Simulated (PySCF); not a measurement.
[Ga(OH)6]3- (charge -3).
SMILES: `[OH][Ga-3]([OH])([OH])([OH])([OH])[OH]`

Computed, not measured: PBE0-D3(BJ)/def2-SVP geometry optimisation, gas phase in PySCF.

Masses are those of the commonest isotopes; rigid-rotor values at the optimised geometry. 

**Question.** What are A, B and C (GHz)?

**Answer.** Ia = 246.85, Ib = 317.18, Ic = 317.25 u·Å²; 505379 MHz·u·Å²/I gives 2047, 1593 and 1593 MHz, that is A = 2.0473, B = 1.5933, C = 1.5930 GHz.

**Question.** Classify the top.

**Answer.** A prolate symmetric top, as the point group S6 requires two equal moments. Ray's parameter κ = (2B − A − C)/(A − C) = -0.999; −1 is the prolate and +1 the oblate limit.

The point group S6 allows no dipole (computed: 0.04 D (about the centre of mass, as the species is charged)), so a rigid rotor has no electric-dipole lines.

**Question.** Estimate the classical rotational partition function at 100 K, 298.15 K and 500 K.

**Answer.** Point group S6, symmetry number σ = 3; q = (√π/σ)·√((kT/h)³/(ABC)), k/h = 20836.6 MHz/K: 24700 at 100 K, 127000 at 298.15 K, 276000 at 500 K.

Whether it is a minimum is left open (no frequencies). Whether so highly charged an anion holds all its electrons in the gas phase wasn't checked; a finite basis holds them in any case. The ion is multiply charged and computed without counter-ions or solvent. Zero-point vibration and centrifugal distortion are left out.

Hardware: one thread of an Intel Xeon at 2.50 GHz, shared host with 64 logical CPUs at a one-minute load of 58. Cost: 12 min wall, 8.4 min CPU, 0.56 GiB resident at most. These figures are those of the optimisation.
